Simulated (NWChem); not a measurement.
System: C₃H₇NSi; SMILES C#C[SiH2]CN

```xyz
12

C     -0.8755     2.4509    -0.0366
C     -0.1152     1.5018     0.0255
Si     0.9927     0.0321     0.1110
C      0.0326    -1.4821    -0.4846
N     -1.1612    -1.6687     0.3176
H     -1.5392     3.2959    -0.0889
H      2.1737     0.2766    -0.7726
H      1.4511    -0.1332     1.5205
H      0.7093    -2.3449    -0.3474
H     -0.1260    -1.3925    -1.5821
H     -1.6793    -2.4937     0.0230
H     -1.7904    -0.8748     0.2132
```
Atoms are numbered in this order, from 1.

Computed with NWChem. Pople sets run with spherical d functions. STO-3G and 3-21G are far too small for this property and stand as cheap habits. Geometry: optimised at PBE0/def2-SVP. No frequency run checked for a minimum. Field at 589 nm.

Order these by “isotropic polarisability (bohr³)”, lowest first: B3LYP/def2-SVP; B3LYP/6-31G*; B3LYP/STO-3G.

B3LYP/STO-3G (31.1), B3LYP/6-31G* (58.4), B3LYP/def2-SVP (62.3)
